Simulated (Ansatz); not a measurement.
Calculated with Ansatz (gas phase, PBE0-D4/def2-TZVP geometries, no zero-point term in ΔE). CBS: MP2 limit from def2 TZ/QZ plus the TZ coupled-cluster correction, frozen cores. This one scheme is used for every species. Functionals use def2-TZVPP. B3LYP here is the variant with VWN-RPA as its local correlation; programs differ in this. Elements past krypton have def2 core potentials. For Sb outer-core shells are correlated without core-valence functions, which leaves a few kJ/mol of doubt a bond. One conformer a species, not always the lowest.

`OC[SiH2][SbH2]` + ethane → `CC[SiH2][SbH2]` + CH₃OH  (formal exchange of groups at the Si–C bond)

| level | ΔE (kJ/mol) | difference from CCSD(T)/CBS |
| --- | --- | --- |
| PBE-D4 | 0.8 | 6.9 |
| r2SCAN-D4 | -1.4 | 4.7 |
| B3LYP-D4 | -2.7 | 3.4 |
| PBE | 2.4 | 8.5 |
| B3LYP | -0.1 | 6.0 |
| HF/def2-TZVPP | -8.9 | -2.8 |
| MP2/def2-TZVPP | -8.0 | -1.9 |
| CCSD(T)/def2-TZVPP | -6.0 | 0.1 |
| HF/CBS(def2) | -9.3 | -3.2 |
| MP2/CBS(def2) | -8.1 | -2.0 |
| CCSD(T)/CBS | -6.1 | 0 |

Largest T1 diagnostic among the species: 0.013.

From PBE to PBE0 (25 % exact exchange), in def2-TZVPP and without D4, ΔE moves by −4.1 kJ/mol.
